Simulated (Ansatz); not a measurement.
Consider the formal exchange of groups at the Al–S bond: `[F][Al]([SH])[Br]` + `C=C(F)S` → `[F][Al]([F])[Br]` + `C=C(S)S`.

Isolated molecules relaxed with PBE0-D4/def2-TZVP in Ansatz; ΔE leaves out vibrations. CCSD(T)/CBS is the MP2 limit (def2-TZVPP, def2-QZVPP) plus CCSD(T) − MP2 in def2-TZVPP, frozen cores. For Br outer-core shells are correlated without core-valence functions, which leaves a few kJ/mol of doubt a bond. Scalar relativity is left out up to krypton. Each species was taken in one conformer, which may not be the lowest.

| species | CCSD(T)/CBS(def2) energy (Eh) |
| --- | --- |
| `[F][Al]([SH])[Br]` | -3313.69907 |
| `C=C(F)S` | -575.43615 |
| `[F][Al]([F])[Br]` | -3015.14527 |
| `C=C(S)S` | -874.02984 |

**Question.** Work out ΔE.

**Answer.** ΔE = (-3015.14527) + (-874.02984) − (-3313.69907) − (-575.43615) = -0.03989 Eh = -1.09 eV.

Largest T1 diagnostic among the species: 0.012.

In def2-TZVPP, CCSD(T) changes the Hartree–Fock value by −0.13 eV (the triples alone add −0.01 eV) and MP2 by −0.27 eV. The D4 term adds −0.05 eV with B3LYP and −0.02 eV with PBE0; it sums over pairs of atoms, weighted by their polarisabilities, and B3LYP, whose exchange is more repulsive, gets the larger term.

B3LYP here is the variant with VWN-RPA as its local correlation; programs differ in this.
